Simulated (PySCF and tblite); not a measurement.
The numbers below are computed, except where a source is named.
System: C5H10Si2, numbered as in [SiH3:1][C:2]1=[CH:3][C@H:4]([SiH3:5])[CH:6]=[CH:7]1.

Level: PBE0/pcSseg-1 + D3(BJ), IEF-PCM dichloromethane on PBE0-D3(BJ)/def2-SVP stationary points, with GFN2-xTB thermal terms. Rate constants are transition-state-theory values, counting equivalent paths, without tunnelling. (PySCF 2.14 with density fitting, tblite 0.8.)

Tunnelling of the moving H, left out here, will speed the real process.

Q: How high is the barrier to the shift of H on C4 from C4 to C6, through which structure does it pass, and what rate follows at 298 K?

A: The electronic barrier is 27.2 kcal/mol and ΔG‡(298 K) 23.9 kcal/mol, over a C1 saddle with an imaginary mode of 1099i cm⁻¹ (GFN2-xTB). With 1 equivalent path, k is 1.9×10⁻⁵ s⁻¹, a mean lifetime of the start of 14 h against this motion. The end lies 1.4 kcal/mol above the start in free energy.
